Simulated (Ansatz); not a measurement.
```yaml
crystal:
  periodic: [true, true, true]
  atoms:
    - {symbol: O, position_ang: [-1.349469, -0.881620, 1.195759]}
    - {symbol: C, position_ang: [-0.228478, -0.760042, 0.499688]}
    - {symbol: Se, position_ang: [1.387913, -0.382797, 1.401161]}
    - {symbol: C, position_ang: [-0.300625, -0.658379, -0.873433]}
    - {symbol: Ga, position_ang: [0.761007, 1.287383, -0.344964]}
    - {symbol: H, position_ang: [-1.151947, -0.721283, 2.128136]}
    - {symbol: H, position_ang: [-1.271779, -0.709533, -1.353135]}
    - {symbol: H, position_ang: [0.566707, -0.944085, -1.454777]}
    - {symbol: H, position_ang: [-0.274791, 2.298657, 0.233939]}
    - {symbol: H, position_ang: [1.861461, 1.471709, -1.432374]}
basis:
  gaussian: {orbitals: def2-mTZVPP}
hamiltonian: {xc: {name: wB97}}
accuracy: high
```

```sh
$ ansatz run in.yaml --threads 4 --pin off --events-out ev --progress --plain --max-ram 10444MiB
```

Question: How does Ansatz answer? (Estimate.)

Answer: Computed: The input was rejected before any iteration.
```
Error: YAML parse error: error: line 2 column 3: crystal: missing field `lattice` (a structure is typed as `lattice` and `atoms`, a molecule's as `atoms` in Å alone, or read from a run's directory, `checkpoint`)
 --> <input>:2:3
1 | crystal:
2 |   periodic: [true, true, true]
3 |   atoms:
4 |     - {symbol: O, position_ang: [-1.349469, -0.881620, 1.195759]}
```
